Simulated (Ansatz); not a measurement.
```yaml
crystal:
  periodic: [false, false, false]
  atoms:
    - {symbol: Ge, position_ang: [-0.516169, 0.563181, 0.367241]}
    - {symbol: Br, position_ang: [1.464660, 0.008113, 1.401060]}
    - {symbol: Br, position_ang: [-0.891847, -0.509084, -1.769726]}
basis:
  gaussian: {orbitals: 6-31G}
total_charge: 1
magnetization: {spin_polarized: false, initial_magnetization: 1}
hamiltonian: {xc: {name: r2SCAN50}}
```

```sh
$ ansatz run in.yaml --threads 4 --pin off --events-out ev --progress --plain --max-ram 3916MiB
```

It prints (some lines left out):

```
Functional definition: r2SCAN50
778 factors; integrals over basis functions are off by at most 6.0e-4 eV
mean field evaluation 1: about -196567.6090 eV, gradient 2.6e1 eV
mean field evaluation 2: about -196567.6124 eV, gradient 2.6e1 eV
mean field evaluation 4: about -196570.4822 eV, gradient 6.9e0 eV
mean field evaluation 8: about -196570.6815 eV, gradient 5.6e-1 eV
mean field evaluation 16: about -196570.6841 eV, gradient 3.2e-3 eV
mean field evaluation 32: about -196570.5611 eV, gradient 2.1e0 eV
mean field -196570.68413268 eV, -7223.8394014806 hartree, gradient 2.9e-5 eV, S^2 0.750000; 6 other end points of the search recorded, 0 dependent functions left out
reference -196570.68413954 eV, -7223.8394017330 hartree; 51, 50 occupied and 36, 37 virtual orbitals, 778 factors
Total energy: -196570.68413954 eV, -7223.8394017330 hartree
```

Run time 11 s (4 threads of Intel Xeon on a shared host).

The 6-31G sets use Cartesian d functions.

With spin_polarized false and unpaired electrons the run is restricted open-shell.
